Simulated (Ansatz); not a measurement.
Basis-set series for C₂H₈Al₂Cl₂, SMILES `[CH3][Al@H-]1[Cl+][Al@@H-]([CH3])[Cl+]1`. Total charge 0; spin multiplicity 1. All single points use the PBE0-D4/def2-TZVP geometry.

```tsv
functional	basis	functions	energy (Eh)	HOMO (eV)	LUMO (eV)
PBE0-D4	def2-TZVPP	342	-1485.92171	-7.98	-0.32
PBE0-D4	def2-QZVPP	634	-1485.96853	-7.99	-0.44
ωB97M-V	def2-TZVPP	342	-1486.41431	-10.18	1.30
ωB97M-V	def2-QZVPP	634	-1486.45900	-10.19	0.87
```

**Question.** Give the rows for def2-SVP. (Best estimate.)

**Answer.** Ansatz gave: 
```json
{"functional": "PBE0-D4", "basis": "def2-SVP", "functions": "140", "energy (Eh)": "-1485.34841", "HOMO (eV)": "-7.99", "LUMO (eV)": "-0.18"}
{"functional": "ωB97M-V", "basis": "def2-SVP", "functions": "140", "energy (Eh)": "-1485.83989", "HOMO (eV)": "-10.15", "LUMO (eV)": "1.50"}
```

Positive LUMOs are unbound and depend on the basis.
